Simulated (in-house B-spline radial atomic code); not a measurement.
# Ionising Si with different functionals

Computed with a radial B-spline atomic code at the basis-set limit: non-relativistic Hamiltonian, point nucleus, spin-polarised at highest spin, spherical fractional occupations for the functionals, the average over the highest-spin determinants for Hartree-Fock. The ionisation energy is the difference of two self-consistent energies, [Ne] 3s2 3p2 → [Ne] 3s2 3p1, without Breit or QED terms; ε is the level of the shell that loses the electron (its least bound occupied spin orbital).

Hybrids are left out here: with spherical fractional occupations of an open shell their exact exchange keeps a self-interaction that integer-occupation calculations don't have.

```tsv
method	rung	ΔSCF (eV)	-ε(3p) (eV)
Hartree-Fock	Hartree-Fock	7.66	8.09
LDA VWN5	LDA	?	?
LDA PW92	LDA	?	?
LDA exchange-only	LDA	7.44	3.91
PBE	GGA	8.27	4.63
PBEsol	GGA	8.24	4.60
BLYP	GGA	8.01	4.34
RPBE	GGA	8.28	4.63
PW91	GGA	8.31	4.66
BP86	GGA	8.33	4.67
AM05	GGA	8.20	4.56
OLYP	GGA	8.11	4.43
TPSS	meta-GGA	8.33	4.69
SCAN	meta-GGA	8.43	4.85
r2SCAN	meta-GGA	8.42	4.84
M06-L	meta-GGA	8.26	4.65
revTPSS	meta-GGA	8.31	4.68
```

Q: What does LDA VWN5 give?

A: ΔSCF 8.28 eV, and -ε(3p) = 4.63 eV.

Q: What does LDA PW92 give?

A: ΔSCF 8.27 eV, and -ε(3p) = 4.62 eV.

Q: How do they compare with the NIST value?

A: NIST lists 8.152 eV (measured, ground level to ground level). Errors run from -0.71 to +0.28 eV; OLYP is closest (-0.04 eV), but part of that can be cancellation, since the calculations leave out relativity, Breit-QED terms, multiplet and fine-structure energies. Hartree-Fock also lacks correlation.
